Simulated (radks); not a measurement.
Species: the platinum ion Pt59+. Configuration: [Ar] 3d1. Method: scalar-relativistic Kohn-Sham, BLYP, spin-polarised, spherical densities, finite nucleus; open shells are filled with parallel spins first (spin-orbit coupling, left out, can overturn this in heavy ions); Fermi nuclear charge, rms radius 5.427 fm; computed with a radial shooting solver on a logarithmic mesh with Libxc functionals.

Unscreened Slater integrals over Kohn-Sham orbitals (hartree). They are taken over the spin-up orbitals. Empty in this configuration: 4s.

| integral | value |
|---|---|
| F0(3d,3d) | 5.8484 |
| F2(3d,3d) | 3.0334 |
| F4(3d,3d) | 1.9650 |
| F0(3d,3p) | 5.4094 |
| F2(3d,3p) | 2.5918 |
| G1(3d,3p) | 2.7233 |
| G3(3d,3p) | 1.8373 |
| F0(3d,3s) | 5.3754 |
| G2(3d,3s) | 2.1278 |
| F0(3d,2p) | 7.3784 |
| F2(3d,2p) | 2.2740 |
| G1(3d,2p) | 2.1584 |
| G3(3d,2p) | 1.2447 |
| F0(3d,4s) | 3.3353 |
| G2(3d,4s) | 0.31976 |
| F0(3p,3p) | 5.1597 |
| F2(3p,3p) | 2.5763 |
| F0(3p,3s) | 5.1222 |
| G1(3p,3s) | 3.3246 |
| F0(3p,2p) | 6.8354 |
| F2(3p,2p) | 1.7585 |
| G0(3p,2p) | 0.70650 |
| G2(3p,2p) | 0.78135 |
| F0(3p,4s) | 3.2647 |
| G1(3p,4s) | 0.34294 |
| F0(3s,3s) | 5.0982 |
| F0(3s,2p) | 6.6675 |
| G1(3s,2p) | 0.69810 |
| F0(3s,4s) | 3.2561 |
| G0(3s,4s) | 0.26413 |
| F0(2p,2p) | 14.100 |
| F2(2p,2p) | 6.6603 |
| F0(2p,4s) | 3.7586 |
| G1(2p,4s) | 0.21317 |
| F0(4s,4s) | 2.6636 |

Derived for the open shells (J is the average intra-shell exchange parameter used in DFT+U). 3d: Racah B = F2/49 - 5 F4/441 = 0.03963 hartree, C = 35 F4/441 = 0.1560 hartree, C/B = 3.94, F4/F2 = 0.648, J = (F2 + F4)/14 = 0.3570 hartree.
